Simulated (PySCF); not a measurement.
Computed IR spectrum (relative IR intensity) of a molecule C2H8F2Si2. Geometry optimised at B3LYP-D3(BJ)/def2-SVP. One conformer was computed; it need not be the lowest. Level of theory: B3LYP-D3(BJ)/def2-SVP run with PySCF 2.14.0. Frequencies are harmonic and unscaled.

ν (cm⁻¹): 147 (vw), 313 (vw), 365 (vw), 626 (w), 666 (w), 731 (w), 738 (w), 775 (m), 853 (vw), 857 (w), 902 (vs), 942 (s), 968 (s), 977 (m), 1024 (m), 1045 (m), 1139 (w), 1476 (vw), 1481 (vw), 2232 (s), 2237 (m), 2258 (m), 2263 (s), 3017 (vw), 3021 (w), 3094 (w), 3108 (w) (against the strongest line: vs over 80 %, s over 45 %, m over 15 %, w over 4 %, vw less)

Pick the molecule that these values belong to.
A) CC([SiH2]F)[SiH2]F
B) F[SiH](F)CC[SiH3]
C) FC[SiH]([SiH3])CF
D) C[Si](F)(F)C[SiH3]

A, CC([SiH2]F)[SiH2]F
